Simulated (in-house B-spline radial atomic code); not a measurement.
The numbers below are computed, except where a source is named.
# Softness against transferability: the 3d channel of Cr

Cr, [Ar] 3d5 4s1, non-relativistic LDA (VWN5), spherical and spin-unpolarised, from a B-spline radial code for spherical atoms (atomic units). The all-electron 3d level is ε = -0.118121 hartree and its outer maximum at 0.83 bohr.

Troullier-Martins pseudo-orbitals are made for several radii. The cutoffs (hartree) are the plane-wave energies beyond which the orbital holds less than the named kinetic energy per electron. The phase error is the difference, pseudo minus all-electron, of arctan(R P'/P) at R = 3.78 bohr for all radii, half a hartree below and above the level.

| r_c (bohr) | V_l(0) (hartree) | cutoff for 10 mEh | for 1 mEh | for 0.1 mEh | phase error at ε − 0.5 (mrad) | at ε + 0.5 (mrad) |
| --- | --- | --- | --- | --- | --- | --- |
| 1.86 | -13.22 | 27.1 | 33.3 | 40.9 | +0.1 | +115.5 |
| 2.16 | -10.61 | 21.5 | 26.5 | 38 | +0.3 | +238.3 |
| 2.48 | -8.63 | 17.3 | 21.3 | 31.7 | +0.8 | +438.4 |
| 2.8 | -7.19 | 14.2 | 17.5 | 26.2 | +1.7 | +697.7 |
| 3.13 | -6.06 | 11.9 | 14.6 | 21.5 | +3.6 | +979.6 |
| 3.48 | -5.15 | 9.86 | 12.3 | 17.5 | +7.5 | +1237.2 |

Problem. Which radius needs the lowest cutoff for 0.1 mEh while both phase errors stay within 697.8 mrad?

Solution. The radii within that limit are 1.86, 2.16, 2.48, 2.8 bohr; of these r_c = 2.8 needs the least, 26.2 hartree, that is 52.4 Ry or 713 eV.

Problem. What does the larger radius buy, and what does it cost?

Solution. From r_c = 1.86 to 3.48 bohr the cutoff for 1 mEh goes from 33.3 to 12.3 hartree, a factor of 2.71, against 3.50 for a pure 1/r_c² scaling, end to end; step by step it is 33.3, 26.5, 21.3, 17.5, 14.6, 12.3, and for 0.1 mEh 40.9, 38, 31.7, 26.2, 21.5, 17.5; the number of plane waves goes as the cutoff to the power 3/2, here a factor of 4.5. The larger of the two phase errors is least at r_c = 1.86 bohr, 115.5 mrad; it is 115.5 at the smallest radius and 1237.2 at the largest. These errors test the reference atom alone. Errors of hundreds of milliradians mean that the potential scatters wrongly half a hartree from its level. Large radii also let the cores of neighbours overlap, which an atom doesn't show.
